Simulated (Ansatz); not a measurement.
**Ligand exchange: AuBr + CCl3F → AuCl + CBrCl2F**

Species: AuBr (bromogold), singlet; CCl3F (trichlorofluoromethane) `FC(Cl)(Cl)Cl`, singlet; AuCl (gold monochloride), singlet; CBrCl2F (bromodichlorofluoromethane) `FC(Cl)(Cl)Br`, singlet. The partners trade Br for Cl: Au–Br and C–Cl bonds give way to Au–Cl and C–Br.

Shapes, held fixed at every level: PBE0-D4/def2-TZVP. Programs: Ansatz 0.2.0. The zero-point and thermal change to 298 K, harmonic and unscaled (PBE0-D4/def2-TZVP), is -0.6 kJ/mol.

Q: Estimate ΔH(298 K) of this reaction.

A: The highest level, CCSD(T)/def2-TZVPP, gives ΔH(298 K) = +36.0 kJ/mol; the levels span +34.6 to +47.4. The column of differences is taken from that level and isn't an error. No measured value is set beside it here. T1 is large for AuCl, so single-reference values are less sure there. For atoms past krypton def2 sets carry core potentials with scalar relativity. Relativity is left out for Br unless named. Correlated rows may include outer-core shells of Au, Br, which these sets cover unevenly.

| level | kind | ΔH(298 K) (kJ/mol) | less CCSD(T)/def2-TZVPP |
| --- | --- | --- | --- |
| HF/def2-SVP | Hartree–Fock | +47.4 | +11.4 |
| HF/def2-TZVPP | Hartree–Fock | +45.9 | +9.9 |
| r2SCAN-D4/def2-TZVPP | meta-GGA | +35.2 | -0.8 |
| B3LYP-D4/def2-TZVPP | global hybrid | +34.6 | -1.4 |
| BHLYP-D4/def2-TZVPP | global hybrid | +39.3 | +3.3 |
| PBE0-D4/def2-TZVPP | global hybrid | +37.7 | +1.7 |
| MP2/def2-TZVPP | perturbation theory | +35.5 | -0.5 |
| CCSD(T)/def2-TZVPP | coupled cluster or CI | +36.0 | 0.0 |
